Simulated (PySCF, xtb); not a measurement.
1,1-dichloro-2,2-difluoroethane (C2H2Cl2F2), SMILES FC(F)C(Cl)Cl.

GFN2-xTB (xtb) at its own geometry gives an orbital gap of 6.00 eV and a dipole moment of 2.29 D.

The structure is a stationary point at PBE0-D3(BJ)/def2-SVP. One conformer was computed; it need not be the lowest.

### Question
What does PBE/def2-TZVP (PySCF) give? (An estimate is asked for; the answer gives what the named calculation found.)

### Answer
gap 6.14 eV (levels -7.56 and -1.43 eV), dipole 1.89 D.
